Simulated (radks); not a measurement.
Q: Ionisation ladder of zirconium, from Zr I to Zr XXXII (ions without a valid solution omitted). Each ion is in the ground configuration listed by NIST, and IE = E(next ion) - E(this ion). Calculated with a radial shooting solver on a logarithmic mesh with Libxc functionals: scalar-relativistic Kohn-Sham, SCAN, spin-polarised, spherical densities, finite nucleus; open shells are filled with parallel spins first (spin-orbit coupling, left out, can overturn this in heavy ions); meta-GGA in the generalised Kohn-Sham scheme; Fermi nuclear charge, rms radius 4.2694 fm.

species        configuration  IE, Delta-SCF (eV)  -e(HOMO) (eV)     HOMO
Zr I            [Kr] 4d2 5s2                   ?          4.135  5s down
Zr II           [Kr] 4d2 5s1              13.521         10.704    4d up
Zr III              [Kr] 4d2              22.911         17.784    4d up
Zr IV               [Kr] 4d1              33.863         28.242    4d up
Zr V                    [Kr]              81.277         73.593       4p
Zr VI      [Ar] 3d10 4s2 4p5                   ?         89.080  4p down
Zr XIII            [Ar] 3d10              429.08         406.46       3d
Zr XIV              [Ar] 3d9              475.41         452.11  3d down
Zr XV               [Ar] 3d8              523.05         499.12  3d down
Zr XVI              [Ar] 3d7              571.88         547.39  3d down
Zr XVII             [Ar] 3d6                   ?         596.78  3d down
Zr XVIII            [Ar] 3d5              694.01         667.07    3d up
Zr XIX              [Ar] 3d4              748.83         721.35    3d up
Zr XX               [Ar] 3d3              804.93         776.84    3d up
Zr XXI              [Ar] 3d2              861.97         833.43    3d up
Zr XXII             [Ar] 3d1              920.00         891.00    3d up
Zr XXIII                [Ar]              1101.1         1075.0       3p
Zr XXIV         [Ne] 3s2 3p5              1153.8         1127.8  3p down
Zr XXVII        [Ne] 3s2 3p2              1336.5         1309.2    3p up
Zr XXVIII       [Ne] 3s2 3p1              1390.7         1364.1    3p up
Zr XXXI                 [Ne]                   ?         3747.3       2p
Zr XXXII        [He] 2s2 2p5              3978.7         3902.7  2p down

Estimate the withheld Delta-SCF values.

A: Zr I: 6.148 eV (NIST 6.634); Zr VI: 96.933 eV (NIST 96.38); Zr XVII: 621.73 eV (NIST 622); Zr XXXI: 3824.2 eV (NIST 3788).
